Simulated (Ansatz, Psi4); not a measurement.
BrF (bromine fluoride): a line through the functionals

BrF: 2 atoms, total charge 0, spin state singlet. SMILES: `FBr`. The coordinates come from a PBE0-D4/def2-TZVP relaxation.

The HOMO–LUMO gap y, in eV, basis cc-pVTZ; a is the functional's share of exact exchange. Programs: Ansatz 0.2.0, Psi4 1.11.

```
functional  program     a  y (eV)
      TPSS     Psi4     0    3.15
    r2SCAN   Ansatz     0    3.38
     B3LYP   Ansatz   0.2    4.97
      PBE0   Ansatz  0.25       ?
   r2SCAN0   Ansatz  0.25    5.84
     BHLYP   Ansatz   0.5    8.08
```

Question: Fit y = c + s·a to the known rows and predict PBE0.

Answer: 
1. Means of the 5 rows: a = 0.1900, y = 5.084.
2. Σ(Δa)² = 0.172, Σ(Δa·Δy) = 1.6642, so the slope is 1.6642/0.172 = 9.6756.
3. Intercept: 5.084 − (9.6756) × 0.1900 = 3.246. The largest residual of the fit is 0.21.
4. PBE0: 3.246 + (9.6756) × 0.25 = 5.66 eV.

The run gave 5.54 eV, so the prediction is off by +0.12 eV, within the largest residual. Exact exchange lowers occupied levels and raises empty ones. The rows mix families of semi-local functionals, which the line can't see.
